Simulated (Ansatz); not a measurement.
A nudged elastic band was laid between two geometries of CH8AlNO (12 atoms, charge 0, multiplicity 1).

These are results of RKS BLYP/def2-SVP (Ansatz), not measurements.

- movable images: 5
- climbing image: yes
- spring: 5.0 eV/Å²
- optimiser: quadratic models (default)
- start path: through a guess of the saddle point
- force threshold: 0.5 eV/Å
- iteration limit: 60
- end points: relaxed

Initial state:

```xyz
12
Properties=species:S:1:pos:R:3
Al -1.367 -0.380 0.089
N -0.271 -1.424 1.219
H -1.469 -0.907 -1.421
H -2.541 0.431 0.804
H 0.641 0.010 0.686
O 0.270 0.797 0.126
C 1.128 1.234 -0.948
H 0.066 -2.344 0.909
H -0.489 -1.504 2.220
H 2.062 1.662 -0.532
H 0.594 2.023 -1.510
H 1.375 0.403 -1.643
```

Final state:

```xyz
12
Properties=species:S:1:pos:R:3
Al -1.091 -0.100 0.003
N -0.318 -1.573 1.252
H -1.798 -0.952 -1.164
H -1.999 0.770 1.006
H 0.696 -1.374 1.191
O 0.548 0.479 -0.310
C 1.121 1.479 -1.113
H -0.472 -2.544 0.942
H -0.598 -1.508 2.242
H 0.828 2.511 -0.796
H 0.848 1.381 -2.194
H 2.235 1.432 -1.059
```

Task: Which bonds break or form, and what moves?

Result: Bonds broken: H5–O6. Bonds formed: N2–H5.

Task: What energy profile does the band end with?

Result: The forces met the threshold. The highest image is number 1 of 0 to 6, 0.5 kcal/mol above the first end and 17.4 kcal/mol above the last; the last end lies 16.9 kcal/mol below the first. The threshold of 0.5 eV/Å is loose, so the images may lie well off the minimum-energy path. The order of the stationary point at the top wasn't checked. The orbitals stay closed-shell, which can raise the energy where a bond breaks towards radicals; this wasn't checked here.

```csv
image,path coordinate (Å),energy (kcal/mol),H5–O6 (Å),N2–H5 (Å)
0,0.00,0.0,1.03,1.78
1,0.69,0.5,1.02,1.77
2,1.39,-10.2,1.62,1.10
3,2.09,-15.1,1.98,1.04
4,2.81,-16.3,2.28,1.03
5,3.53,-16.7,2.36,1.04
6,4.24,-16.9,2.39,1.03
```

Task: What is the geometry of the highest image?

Result: 
```xyz
12
Properties=species:S:1:pos:R:3
Al -1.390 -0.356 0.122
N -0.294 -1.465 1.190
H -1.620 -0.895 -1.370
H -2.466 0.549 0.880
H 0.668 -0.106 0.597
O 0.314 0.708 0.087
C 1.162 1.262 -0.941
H -0.058 -2.409 0.868
H -0.439 -1.528 2.197
H 1.879 1.979 -0.491
H 0.523 1.799 -1.666
H 1.720 0.463 -1.474
```

The run took 60 s on 2 threads of Intel(R) Xeon(R) Platinum 8488C (Sapphire Rapids) (shared host), peak memory 0.15 GiB.
